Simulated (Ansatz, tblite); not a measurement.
Removing and adding an electron: Zr₄O₁₅H₁₄, a hydroxylated oxide cluster. The state is a singlet with charge 0. Geometry: PBE-D4/def2-SVP. Ansatz, gas phase; energy differences of separate SCF runs; the oxidised species was run as a doublet alone; the reduced species was run as a doublet alone.

```xyz
33

Zr   -0.904   -0.243   -0.001
Zr    2.068    1.412    0.214
Zr    1.627   -2.630    1.022
Zr   -3.604    0.947   -1.977
O     3.897    0.632    0.062
O     1.994    2.937   -1.014
O     3.296   -2.035    0.256
O     2.086    2.297    1.953
O     1.042   -0.375    1.263
O    -0.641    1.818    0.292
O     0.969    0.153   -1.165
O    -3.283    2.368   -0.673
O     1.636   -4.552    0.748
O     1.529   -2.439    2.993
O    -0.188   -2.314   -0.066
O    -2.084   -0.485    1.522
O    -2.090   -0.258   -1.567
O    -3.428    1.635   -3.790
O    -5.312    0.068   -1.662
H     4.791    0.924    0.305
H     1.981    3.894   -1.157
H     3.697   -1.133    0.146
H     1.545    2.741    2.624
H     0.971   -0.277    2.235
H    -0.462    2.395   -0.477
H     0.961    0.317   -2.124
H    -2.538    2.440   -0.033
H     1.775   -5.485    0.541
H     1.660   -3.069    3.719
H    -0.654   -3.037   -0.521
H    -2.593   -0.550    2.340
H    -3.542    2.072   -4.643
H    -6.200   -0.167   -1.368
```

In the def2 sets Zr takes a core potential; there is no spin–orbit coupling. The xTB rows come from tblite. Single mean-field runs in def2-TZVP are fitted with def2-universal-jkfit. HOMO above LUMO, or a gap near zero within one spin, warns that the state may not be the lowest or that an electron is smeared out.

| level | −HOMO (eV) | vertical IE (eV) | −LUMO (eV) | vertical EA (eV) | HOMO–LUMO gap (eV) | IE − EA (eV) | remarks |
| --- | --- | --- | --- | --- | --- | --- | --- |
| LDA (SPW92)/def2-TZVP | 6.80 | – | 1.49 | 0.06 | 5.31 | – | HOMO above zero (-1 doublet) |
| PBE-D4/def2-TZVP | 6.58 | 8.42 | 1.26 | -0.10 | 5.32 | 8.52 | HOMO above zero (-1 doublet), gap within one spin near zero (+1 doublet) |
| PBE0-D4/def2-TZVP | 8.23 | 9.51 | 0.46 | -0.44 | 7.77 | 9.95 | HOMO above zero (-1 doublet) |

(1) Estimate the rows for GFN1-xTB, GFN2-xTB.

Answers

(1) 
```csv
level,−HOMO (eV),vertical IE (eV),−LUMO (eV),vertical EA (eV),HOMO–LUMO gap (eV),IE − EA (eV)
GFN1-xTB,11.42,13.26,7.43,5.59,3.99,7.67
GFN2-xTB,9.98,12.24,6.04,4.18,3.94,8.06
```

Run but left out: LDA (SPW92)/def2-TZVP (charge +1 doublet: an occupied level 0.00 eV above an empty one).   A HOMO above zero means that the electron is unbound at that level or that self-interaction error raises the level; the energy of removing that electron tells which. Raw xTB energy differences between charge states are shifted by several eV; the methods need an empirical correction for them. Sets without diffuse functions give affinities that are too small. A negative affinity means that the extra electron isn't bound; its size then hangs on the basis.
